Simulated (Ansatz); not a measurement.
A geometry relaxed with PBE0-D3(BJ)/def2-TZVP run with Ansatz (a quantum-chemistry and plane-wave program), charge 0, multiplicity 1:

```xyz
15

Si     1.2333     0.5378    -0.3780
H      2.9873    -1.8806     0.6815
H     -3.9627     0.3455    -1.5425
Si     3.0505    -0.3959     0.7589
H      4.3452     0.0540     0.1800
H      1.2986     0.1627    -1.8190
C     -2.2522     0.5684    -0.3123
H     -0.8801    -1.6819     0.4108
C     -3.1278    -0.1273    -1.0328
H     -3.0469    -1.2049    -1.1449
H      1.3090     2.0246    -0.2879
Si    -0.7899    -0.2011     0.5428
H     -2.3853     1.6468    -0.2400
H     -0.7861     0.1494     1.9916
H      3.0069     0.0026     2.1918
```

### Question
Write the SMILES of this molecule.

### Answer
`C=C[SiH2][SiH2][SiH3]`
